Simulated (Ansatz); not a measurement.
## Energy differences in CoCl (charge +1)

Calculated in Ansatz's Gaussian-basis code. Basis cc-pwCVTZ-DK on Co, cc-pVTZ-DK on Cl, scalar X2C without spin–orbit coupling, 10 orbitals frozen in the corrections; active space CAS(13,9). Restricted Hartree–Fock, then the lowest state-specific CASSCF solution met for each case. Coupled cluster stands on the determinant that it favours, not always the lowest RHF. On stretched bonds single-reference methods can fail or change state. Unlike active orbitals can shift such differences by tenths of an eV, at times by over 1 eV.

Case A, doublet: bond length 2.0660 Å.

Case B, quartet: the shape of A.

Energy less that of case A, in eV:

```json
{"case": "B", "RHF/ROHF": "-2.737", "CASSCF": "-2.053", "CCSD(T)": "-1.694"}
```

**Question.** What does SC-NEVPT2 give for these differences?

**Answer.** B: -1.795 eV (-41.4 kcal/mol).

**Question.** Which case is lowest, and do the methods agree?

**Answer.** B is lowest in SC-NEVPT2. Of the methods shown, RHF/ROHF, CASSCF, CCSD(T) agree.
